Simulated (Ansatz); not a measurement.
Ideal-gas functions of BFH2S2 (`FB(S)S`) at 298.15 K and 1 bar, from an Ansatz frequency run at PBE0-D4/def2-TZVP.

Molar mass 95.96 g/mol, point group C2v (symmetry number 2), electronic degeneracy 1, moments of inertia 76.011, 166.043, 242.055 u Å². Harmonic wavenumbers (cm⁻¹, unscaled): 218, 228, 337, 384, 500, 527, 755, 845, 1008, 1321, 2715, 2715.

Use S(trans) = R[1.5 ln M + 2.5 ln T − 1.1517]; rotational temperatures θ = 24.2544 K / I; S(rot) = R[ln(√π/σ · √(T³/θAθBθC)) + 1.5]; for each mode x = 1.438777 ν̃/T, S = R[x/(eˣ − 1) − ln(1 − e⁻ˣ)] and H = RT x/(eˣ − 1); 1 cm⁻¹ = 0.0119627 kJ/mol; R = 8.31446 J/(mol·K).

By hand: the entropy, in J/(mol·K).

Translation 165.8. Rotation: θ = 0.3191, 0.1461, 0.1002 K, giving 104.8. Vibration, mode by mode: 8.27, 7.93, 5.13, 4.28, 2.75, 2.49, 1.03, 0.73, 0.38, 0.10, 0.00, 0.00, in all 33.1. Electronic 0.0. Sum 303.7 J/(mol·K).

By hand: H − E and G − E in kJ/mol, counted from the electronic energy.

Zero-point energy ½ × 11553 × 0.0119627 = 69.1; thermal vibration 6.3; translation, rotation and pV give 4 RT = 9.9. H − E = 85.3 kJ/mol, and G − E = 85.3 − 298.15 × 303.7/1000 = -5.2 kJ/mol.

Vibration gives 11 % of the entropy. The sum counts one conformer and one mirror image; others add a mixing term.
